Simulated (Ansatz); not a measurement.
H3NSi, SMILES `N[SiH]` (excited triplet) (charge 0, multiplicity 3). This triplet is an excited state, 1.81 eV above the relaxed singlet at the level composite: frozen-core CCSD(T) with HF/cc-pVQZ and the correlation energy extrapolated as X^-3 from cc-pVTZ and cc-pVQZ, plus CCSDT(Q) minus CCSD(T) in cc-pVTZ // PBE0-D3(BJ)/def2-TZVP (Ansatz, a quantum-chemistry and plane-wave program).

Z-matrix (Å, degrees):
```
N
H 1 1.0079
H 1 1.0079 2 111.57
Si 1 1.7185 2 121.31 3 -153.42
H 4 1.4995 1 116.30 2 -104.57
```
Charge 0, spin multiplicity 3.

Frozen-core energies in cc-pVTZ from Ansatz at a geometry from PBE0-D3(BJ)/def2-TZVP; the HF reference has <S^2> = 2.01 and the T1 diagnostic is 0.020.

```
level     energy (Ha)  difference from CCSDT(Q) (mHa)
--------  -----------  ------------------------------
HF         -345.10700                          338.33
MP2        -345.40802                           37.31
CCSD       -345.43152                           13.82
CCSD(T)    -345.44389                            1.44
CCSDT      -345.44471                            0.63
CCSDT(Q)   -345.44533                            0.00
```
